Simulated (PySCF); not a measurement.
AlOBr + H₂O → AlO(OH) + HBr

Level: PBE0 in the def2-TZVP basis family, all electrons, no relativity, computed in PySCF with density fitting; open shells unrestricted.

```csv
species,state and structure,E (Eh),ZPE (kJ/mol),H(298 K) − H(0) (kJ/mol),S° (J/(mol K))
AlOBr,"singlet, C∞v, Al–Br 2.213 Å, Al–O 1.593 Å; Br–Al–O 180.0°",-2891.40550,11.0,12.8,268.8
H₂O,"singlet, C2v, O–H 0.960 Å (×2); H–O–H 105.1°",-76.37736,56.5,9.9,188.7
AlO(OH),"singlet, Cs, Al–O 1.595 Å, Al–O 1.666 Å, O–H 0.954 Å; Al–O–H 132.2°, O–Al–O 177.5°",-393.31198,41.0,13.7,263.7
HBr,"singlet, C∞v, H–Br 1.421 Å",-2574.45811,16.0,8.7,198.5
```

Q: What is the electronic reaction energy?

A: At PBE0/def2-TZVP, ΔE = 33.5 kJ/mol from the differences of the total energies times 2625.5, uphill. 

Q: Add zero-point, thermal and entropy terms for 298.15 K and 1 bar.

A: ΔZPE = -10.5 and Δ[H(298) − H(0)] = -0.3 kJ/mol give ΔH° = 22.7 kJ/mol. ΔS° = 4.7 J/(mol K), so ΔG° = 22.7 − 298.15 × (0.0047) = 21 kJ/mol and log₁₀K = -3.7.

The structures come from searches over a few start shapes, so lower isomers are not excluded.
